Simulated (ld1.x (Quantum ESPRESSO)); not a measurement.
# Varying the RRKJ potential for titanium (Ti)

Base potential:

ld1.x (Quantum ESPRESSO) 7.5 input, shortened:

```
&input
   title='Ti', zed=22., rel=2, dft='PBE', iswitch=3,
   config='[Ar] 3d2 4s1.75 4p0.25', rel_dist='average'
 /
 &inputp
   pseudotype=2, tm=.false., rho0=0.01, lloc=2,
   nlcc=.false.
 /
3
4S  1  0   1.75   0.00  2.95  2.95  0.0
3P  2  1   6.00   0.00  0.95  0.95  0.0
3D  3  2   2.00   0.00  1.80  1.80  0.0
 &test
   configts(1)='3p6 3d2 4s1.75 4p0.25'
 /
```

Open shells are filled in proportion to 2j + 1 (rel_dist='average').

Occupied shells without a wave of their own: 4p. They enter only through the test configuration that unscreens the potential.

Cutoffs, loose and tight: the cutoffs (Ry, on a coarse ladder) from which the occupation-weighted sum of valence levels, in a spherical-Bessel basis at the reference potential, stays within 10 and 1 mRy of its value at 400 Ry. They do not see the model core or the augmentation charge, which bear on the density cutoff. Test errors are all-electron minus pseudo excitation energies from the reference, over the configurations 3p6 3d2 4s2 4p0; 3p6 3d2 4s1 4p0; 3p6 3d2 4s0 4p0; 3p6 3d2 4s1.5 4p0; 3p6 3d2 4s0 4p2; 3p6 3d1 4s0 4p0; 3p6 3d2.5 4s1.5 4p0. A dash means not determined; rows that change the core or the reference have their own tests.

A true bound ghost makes a file unfit for plane-wave use even where its test errors are small: the radial tests pick states by their node count and pass the ghost by.

| change | outcome | cutoff, loose | cutoff, tight | bound ghosts | largest test error (meV) |
| --- | --- | --- | --- | --- | --- |
| base | generated | 140 Ry | 180 Ry | s | +182 |
| wave 4s (bound): rc 2.95 bohr becomes 4s (bound): rc 1.88 bohr | failed: compute_chi: n is too large | – | – | – | – |
| wave 4s (bound): rc 2.95 bohr becomes 4s (bound): rc 2.16 bohr | failed: compute_chi: n is too large | – | – | – | – |
| wave 4s (bound): rc 2.95 bohr becomes 4s (bound): rc 2.44 bohr | failed: compute_chi: n is too large | – | – | – | – |
| wave 4s (bound): rc 2.95 bohr becomes 4s (bound): rc 3.00 bohr | generated | 140 Ry | 180 Ry | s | +167 |
| wave 4s (bound): rc 2.95 bohr becomes 4s (bound): rc 3.34 bohr | generated | 140 Ry | 180 Ry | s | -150 |
| wave 4s (bound): rc 2.95 bohr becomes 4s (bound): rc 3.66 bohr | generated | 140 Ry | 180 Ry | s | -170 |
| wave 4s (bound): rc 2.95 bohr becomes 4s (bound): rc 3.86 bohr | generated | 140 Ry | 180 Ry | s | -185 |
| wave 4s (bound): rc 2.95 bohr becomes 4s (bound): rc 4.40 bohr | failed: compute_phi: phi has nodes before r_c | – | – | – | – |

Problem. What comes out with this change to the base: wave 4s (bound): rc 2.95 bohr becomes 4s (bound): rc 4.06 bohr?

Solution. outcome: generated; cutoff, loose: 140 Ry; cutoff, tight: 180 Ry; bound ghosts: s; largest test error (meV): -274.

Problem. What comes out with this change to the base: wave 4s (bound): rc 2.95 bohr becomes 4s (bound): rc 2.70 bohr?

Solution. outcome: generated; cutoff, loose: 140 Ry; cutoff, tight: 180 Ry; bound ghosts: s; largest test error (meV): +218.

Reading the sweep of the s radius (base included, trends over the rows without a ghost): Bound ghosts are found at 2.7, 2.95, 3, 3.34, 3.66, 3.86, 4.06 bohr. Every judged row has one, so this setting neither creates nor removes them. The generation fails at 1.88, 2.16, 2.44, 4.4 bohr.
